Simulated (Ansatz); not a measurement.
Program: Ansatz. Geometries: PBE0-D4/def2-TZVP. ΔE: electronic, gas phase. CCSD(T)/CBS is the MP2 limit (def2-TZVPP, def2-QZVPP) plus CCSD(T) − MP2 in def2-TZVPP, frozen cores. DFT in def2-TZVPP. For Ga outer-core shells are correlated without core-valence functions, which leaves a few kJ/mol of doubt a bond. Scalar relativity is left out up to krypton. Each species was taken in one conformer, which may not be the lowest.

Reaction (redistribution): `C#C[SiH](O)F` + `C[CH](C)[GaH][CH](C)C` → `C#C[SiH2]O` + `C[CH](C)[Ga]([F])[CH](C)C`

CCSD(T)/CBS gives +0.44 eV.

(1) Another level gave +0.43 eV. Which?
A. PBE-D4/def2-TZVPP
B. B97M-V/def2-TZVPP
C. PBE-QIDH/def2-TZVPP
D. ωB97X-V/def2-TZVPP

Largest T1 diagnostic among the species: 0.013.

Answers

(1) C. PBE-QIDH 0.43, ωB97X-V 0.38, PBE-D4 0.34, B97M-V 0.49 eV.

Leaving LDA and LC-ωPBE aside and taking each functional with its dispersion term where it has one, the values, not all of them listed here, spread over 0.16 eV, from BLYP-D4 to B97M-V. LDA lies +0.11 eV from PBE without D4. In def2-TZVPP, CCSD(T) changes the Hartree–Fock value by −0.04 eV (the triples alone add −0.02 eV) and MP2 by −0.04 eV. From PBE to PBE0 (25 % exact exchange), in def2-TZVPP and without D4, ΔE moves by +0.07 eV.
